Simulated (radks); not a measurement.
Spherical quantum dot in the effective-mass picture: electrons in a hard-walled sphere of radius 1.45, with a point charge +1 (a donor) at the centre, all in effective atomic units (hartree* = m*/eps^2 hartree, bohr* = eps/m* bohr), one dielectric constant everywhere. Calculated with a radial shooting solver with Libxc functionals: non-relativistic Kohn-Sham, PBE, spin-polarised, spherical densities. Levels are named by radial order and angular momentum (1s, 1p, 1d, 2s, ...), and open shells are averaged over m.

N = 25, configuration 1s2 1p6 1d10 2s2 1f(up 5, down 0). This is the lowest configuration that the search found. Occupied and some empty levels:

| level | occupation | eigenvalue (hartree*) | <r> (bohr*) |
|---|---|---|---|
| 1s up | 1 | 24.561 | 0.8534 |
| 1s down | 1 | 24.692 | 0.8471 |
| 1p up | 3 | 26.295 | 0.9456 |
| 1p down | 3 | 26.456 | 0.9429 |
| 1d up | 5 | 28.814 | 0.9993 |
| 1d down | 5 | 28.992 | 0.9979 |
| 2s up | 1 | 31.241 | 0.6542 |
| 2s down | 1 | 31.309 | 0.6576 |
| 1f up | 5 | 32.069 | 1.039 |
| 1f down | 0 | 32.256 | 1.038 |
| 1g up | 0 | 36.006 | 1.070 |
| 1g down | 0 | 36.200 | 1.069 |
| 2p up | 0 | 36.246 | 0.7579 |
| 2p down | 0 | 36.327 | 0.7581 |
| 2d up | 0 | 41.550 | 0.8251 |
| 2d down | 0 | 41.650 | 0.8247 |

Energy (hartree*): total 432.956, kinetic 196.03, external -29.755, Hartree 295.26, exchange-correlation -28.581.

Electron density:

| r (bohr*) | n(r) (e/bohr*^3) |
|---|---|
| 0.0755 | 5.669 |
| 0.148 | 4.773 |
| 0.220 | 3.962 |
| 0.292 | 3.268 |
| 0.365 | 2.720 |
| 0.437 | 2.348 |
| 0.509 | 2.171 |
| 0.581 | 2.192 |
| 0.654 | 2.394 |
| 0.726 | 2.731 |
| 0.798 | 3.123 |
| 0.870 | 3.462 |
| 0.943 | 3.631 |
| 1.01 | 3.531 |
| 1.09 | 3.112 |
| 1.16 | 2.408 |
| 1.23 | 1.540 |
| 1.30 | 0.7407 |
| 1.38 | 0.1924 |
| 1.45 | 0.0002886 |
